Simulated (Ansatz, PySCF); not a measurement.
H2ClF2GeN, singlet, at a GFN2-xTB geometry, with bond 5-2 at 1.8 times its length. Base run: PySCF with CASSCF(4,6)/STO-3G.

Here is a job for PySCF.
```python
from pyscf import gto, scf, mcscf
import numpy

mol = gto.Mole()
mol.atom = '''
    N     1.85297132   -0.31841107    0.35067291
    Ge    0.13531347    0.12340499    0.10009216
    F    -0.48063840    0.42163083    1.68245768
    F    -0.04524765    1.72922768   -0.57245882
    Cl   -1.94529778   -2.29508777   -1.78086194
    H     2.36593150   -0.69146237   -0.43406109
    H     2.41610119    0.35708901    0.84941193
'''
mol.basis = 'sto-3g'
mol.verbose = 4
mol.build()

mf = scf.RHF(mol)
mf.kernel()
mc = mcscf.CASSCF(mf, 6, 4)
mc.fix_spin_(ss=0.0)
mc.kernel()
occ = numpy.linalg.eigvalsh(mc.fcisolver.make_rdm1(mc.ci, mc.ncas, mc.nelecas))[::-1]
ss = mc.fcisolver.spin_square(mc.ci, mc.ncas, mc.nelecas)[0]
print('natural occupations', occ.round(4), ' <S^2>', round(ss, 4))
```

Programs used: Ansatz (a quantum-chemistry and plane-wave program), PySCF; a row that names a program was run with it.

Each row names what was changed in the base input (with any setting that the change needs).

```tsv
change	ΔE vs base (mEh)	natural occupations	<S^2> of the state
base	0.000	1.97 1.35 0.65 0.03 0.00 0.00	0.00
orbitals = fixed (CASCI)	25.569	2.00 1.37 0.63 0.00 0.00 0.00	0.00
active space = 6 electrons, 6 orbitals	-7.177	1.99 1.97 1.37 0.64 0.03 0.00	0.00
conv_tol = 1e-5	0.260	1.97 1.35 0.65 0.03 0.00 0.00	0.00
active space = 2 electrons, 3 orbitals	20.715	1.35 0.65 0.00	0.00
code = ansatz	0.010	-	-
active space = 10 electrons, 9 orbitals	-38.021	1.99 1.99 1.97 1.95 1.39 0.63 0.04 0.03 0.00	0.00
active space = 6 electrons, 7 orbitals	-9.554	1.99 1.96 1.36 0.65 0.04 0.00 0.00	0.00
start = MP2 natural orbitals	0.000	1.97 1.35 0.65 0.03 0.00 0.00	0.00
code = ansatz; correction = SC-NEVPT2, all electrons	-85.189	-	-
correction = SC-NEVPT2	-85.298	1.97 1.35 0.65 0.03 0.00 0.00	0.00
```

Active orbitals are taken around the Fermi level unless the row says otherwise; CASSCF can end in different local minima, and two programs can end on different orbitals. State-averaged rows give the lowest state.
